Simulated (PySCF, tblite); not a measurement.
Species: C6H8BClF2.
Cartesian coordinates in Å at the GFN2-xTB level; atoms count from 1:
```
atom  x, y, z in Å
C1    -2.1142   -1.2680   -0.8684
C2    -0.9439   -0.7317   -0.0352
C3    -0.3928    0.5315   -0.6542
C4     0.8511    1.0045   -0.5298
C5     1.9136    0.3947    0.2278
C6     3.1411    0.8978    0.3654
Cl7    3.6572    2.3733   -0.3455
B8    -1.3474   -0.2939    1.4386
F9    -0.5106   -0.3610    2.4551
F10   -2.5108    0.2439    1.7379
H11   -2.9287   -0.5482   -0.8892
H12   -2.4887   -2.1950   -0.4414
H13   -1.7904   -1.4611   -1.8886
H14   -0.1536   -1.4864   -0.0062
H15   -1.1132    1.0980   -1.2271
H16    1.1088    1.9247   -1.0362
H17    1.7026   -0.5322    0.7398
H18    3.9111    0.4153    0.9457
```

Jobs on this species (18 atoms, 84 electrons) with PySCF (density fitting) and tblite. Hardware of each: one thread, Arm Neoverse V2 (aarch64), shared host. The host was shared with other jobs, so the times are rough.

```json
{"level and settings": "GFN2-xTB", "work": "Hessian by finite differences", "basis functions": "–", "SCF cycles": "–", "wall time": "0.68 s"}
{"level and settings": "PBE0/pcSseg-1", "work": "shieldings, charges and field gradients", "basis functions": "217", "SCF cycles": "?", "wall time": "?"}
{"level and settings": "GFN2-xTB", "work": "L-BFGS relaxation", "basis functions": "–", "SCF cycles": "–", "wall time": "0.75 s"}
```

Problem. Fill in the missing figures.

Solution. 
- PBE0/pcSseg-1; shieldings, charges and field gradients: 46 s, 14 SCF cycles

Problem. What do all jobs in the table cost together?

Solution. About 47 s; the longest takes about 97 % of that, and about 68 times as long as the shortest.
